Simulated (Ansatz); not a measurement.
Reaction (ligand exchange at a Ge–C bond): `O[SiH2]/C=[CH]\[GeH2][OH]` + `O[SiH3]` → `[OH][GeH2][O][SiH3]` + `C=C[SiH2]O`

Computed with Ansatz on PBE0-D4/def2-TZVP structures; ΔE is electronic, products minus reactants. CCSD(T)/CBS is the MP2 limit (def2-TZVPP, def2-QZVPP) plus CCSD(T) − MP2 in def2-TZVPP, frozen cores. DFT in def2-TZVPP. B3LYP here is the variant with VWN-RPA as its local correlation; programs differ in this. For Ge outer-core shells are correlated without core-valence functions, which leaves a few kJ/mol of doubt a bond. Scalar relativity is left out up to krypton. One conformer a species, not always the lowest.

CCSD(T)/CBS gives -64.5 kJ/mol.

Problem. Another level gave -73.3 kJ/mol. Which?
A. HF/def2-TZVPP
B. PBE/def2-TZVPP
C. B3LYP/def2-TZVPP
D. ωB97X-V/def2-TZVPP

Solution. C. B3LYP -73.3, HF/def2-TZVPP -91.9, ωB97X-V -68.5, PBE -61.1 kJ/mol.

Largest T1 diagnostic among the species: 0.012.

The D4 term adds +6.3 kJ/mol with B3LYP and +3.4 kJ/mol with PBE0; it sums over pairs of atoms, weighted by their polarisabilities, and B3LYP, whose exchange is more repulsive, gets the larger term. In def2-TZVPP, CCSD(T) changes the Hartree–Fock value by +24.5 kJ/mol (the triples alone add +2.7 kJ/mol) and MP2 by +25.5 kJ/mol.
